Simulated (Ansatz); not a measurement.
`C[O][SnH2][CH]=N`, charge 0, multiplicity 1.

(1) Give a relaxed structure at PBE0-D4/def2-TZVP (the Gaussian-basis code of Ansatz). (Best estimate.)

Results:

(1) Computed: 
Z-matrix (Å, degrees):
```
C
O 1 1.402
H 1 1.094 2 108.5
H 1 1.099 2 112.5 3 -119.0
H 1 1.099 2 112.5 3 119.0
Sn 2 1.971 1 122.1 3 179.5
C 6 2.161 2 93.9 1 -178.9
H 6 1.711 2 108.0 1 -58.9
H 6 1.711 2 108.1 1 61.2
N 7 1.260 6 120.8 2 0.2
H 7 1.094 6 121.3 2 -179.8
H 10 1.024 7 111.9 6 -0.0
```
Point group Cs.
This is one stationary point; other conformers may exist.
